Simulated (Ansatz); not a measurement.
`COB(O)O[SiH3]`, relaxed with RKS PBE-D4/def2-SVP in Ansatz from a rough embedded geometry. The force threshold is 0.03 eV/Å; the program also tests the step.

Charge 0, multiplicity 1.

Start:

```xyz
13

C    -2.259   -0.335   -0.455
O    -1.211   -0.240    0.480
B    -0.076    0.477   -0.117
O    -0.047    2.040   -0.011
O     0.981   -0.210   -0.808
Si    2.177   -0.585    0.349
H    -1.864   -0.933   -1.366
H    -3.044   -0.897   -0.034
H    -2.631    0.639   -0.852
H     0.411    2.180    0.788
H     1.564   -1.430    1.397
H     2.711    0.670    0.935
H     3.287   -1.378   -0.307
```

How much energy does the relaxation release, and in how many steps? (Estimate.)

Ansatz gave: 45.26 kcal/mol, in 34 steps, 3 of them rejected.

Which bonds change most? (An estimate is asked.)

Computed: B3–O4 from 1.567 to 1.372 Å; O2–B3 from 1.469 to 1.385 Å; B3–O5 from 1.438 to 1.372 Å; C1–H8 from 1.054 to 1.116 Å.

Give the relaxed structure. (Best estimate.)

Ansatz gave: 
```xyz
13

C    -1.965   -0.292   -0.607
O    -0.606   -0.318   -0.230
B     0.081    0.831    0.126
O    -0.468    2.088    0.143
O     1.400    0.694    0.478
Si    2.287   -0.740    0.563
H    -2.279   -1.322   -0.871
H    -2.626    0.059    0.221
H    -2.145    0.352   -1.500
H    -1.404    2.096   -0.119
H     1.688   -1.687    1.566
H     3.665   -0.352    1.012
H     2.372   -1.410   -0.782
```
